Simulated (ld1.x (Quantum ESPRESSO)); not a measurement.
# B: one change to a PAW potential, before and after

ld1.x (Quantum ESPRESSO) 7.5 input, shortened:

```
&input
   title='B', zed=5., rel=1, dft='BLYP', iswitch=3,
   config='[He] 2s1.5 2p1.5 3d-2'
 /
 &inputp
   pseudotype=3, lpaw=.true., tm=.true., lloc=-1, rcloc=3.65,
   nlcc=.false.,
   which_augfun='PSQ', rmatch_augfun_nc=.true.
 /
6
2S  1  0   1.50   0.00  1.30  1.65  0.0
2S  1  0   0.00  -0.30  1.30  1.65  0.0
2P  2  1   1.50   0.00  3.00  4.20  0.0
2P  2  1   0.00   1.85  3.00  4.20  0.0
3D  3  2  -2.00  -0.15  3.60  3.80  0.0
3D  3  2  -2.00   1.75  3.60  3.80  0.0
 &test
   configts(1)='2s1.5 2p1.5'
 /
```

Change: functional PBE.

Cutoffs: the cutoffs (Ry, on a coarse ladder) from which the occupation-weighted sum of valence levels, in a spherical-Bessel basis at the reference potential, stays within 10 and 1 mRy of its value at 400 Ry; they do not see the model core or the augmentation charge, which bear on the density cutoff. Errors are all-electron minus pseudo energies relative to the spin-unpolarised reference configuration.

Problem. Predict the effect on cutoff, ghosts and configuration errors.

Solution. Both files are very soft, the changed one slightly softer (loose and tight cutoff 6 and 8 Ry → 6 and 6 Ry on this coarse ladder); of the 7 tests that both files solve, the error grows in 1 and shrinks in 3 by more than 15 % and 0.3 meV (median size 5.7 → 1.1 meV); neither file shows a bound ghost.

```csv
quantity,base,changed
"cutoff, loose",6 Ry,6 Ry
"cutoff, tight",8 Ry,6 Ry
bound ghosts,none,none
"error for 2s2 2p1, meV [ΔE -2.89 → -2.92 eV]",+1.0,0.0
"error for 2s2 2p0, meV [ΔE 5.29 → 5.30 eV]",-1.1,0.0
"error for 2s1 2p0, meV [ΔE 30.64 → 30.72 eV]",-19,+1.1
"error for 2s2 2p1.3, meV [ΔE -3.60 → -3.66 eV]",-7.6,-8.5
"error for 2s1 2p1, meV [ΔE 11.34 → 11.44 eV]",-43,-41
"error for 2s1 2p2, meV [ΔE 2.90 → 2.93 eV]",+0.2,-0.2
"error for 2s2 2p0.5, meV [ΔE -0.03 eV]",-5.7,-6.6
s: phases at 4.52 bohr within 0.05 rad from the reference energy up to (Ry; the scan ends near 5),2.0,1.8
p: phases at 4.52 bohr within 0.05 rad from the reference energy up to (Ry; the scan ends near 5),-0.1,-0.1
d: phases at 4.52 bohr within 0.05 rad from the reference energy up to (Ry; the scan ends near 5),4.1,4.2
lowest overlap eigenvalue by channel,"s 0.79, p 0.90, d 0.94","s 0.59, p 0.89, d 0.90"
```
